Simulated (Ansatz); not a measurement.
CH9AsSi2 (`C[SiH]([SiH3])[AsH2]`), relaxed with RKS PBE-D4/def2-SVP in Ansatz from a rough embedded geometry. The force threshold is 0.03 eV/Å; the program also tests the step.

Total charge 0; spin multiplicity 1.

Start:

```xyz
13

C    -0.362    0.416    1.758
Si    0.435   -0.453    0.378
Si   -1.047   -0.655   -1.240
As    2.188    0.779   -0.418
H     0.385    0.514    2.643
H    -0.693    1.451    1.512
H    -1.245   -0.143    2.165
H     0.834   -1.780    0.787
H    -1.496    0.741   -1.696
H    -2.214   -1.395   -0.800
H    -0.430   -1.319   -2.413
H     2.303   -0.024   -1.728
H     1.343    1.869   -0.948
```

(1) By how much does the energy fall, and how many steps does the optimiser take? (Best estimate.)

(2) Which bonds change most? (An estimate is asked.)

(3) Give the relaxed structure. (An estimate is asked.)

Results:

(1) Computed: 11.60 kcal/mol, in 4 steps.

(2) The calculation gave: Si2–Si3 from 2.203 to 2.350 Å; Si2–As4 from 2.286 to 2.401 Å; C1–Si2 from 1.815 to 1.899 Å; As4–H13 from 1.478 to 1.543 Å.

(3) Ansatz gave: 
```xyz
13

C    -0.343    0.451    1.883
Si    0.415   -0.443    0.390
Si   -1.144   -0.679   -1.352
As    2.325    0.803   -0.362
H     0.406    0.574    2.691
H    -0.709    1.457    1.593
H    -1.199   -0.125    2.289
H     0.924   -1.801    0.810
H    -1.588    0.693   -1.795
H    -2.369   -1.456   -0.937
H    -0.513   -1.375   -2.530
H     2.381    0.023   -1.691
H     1.415    1.879   -0.989
```
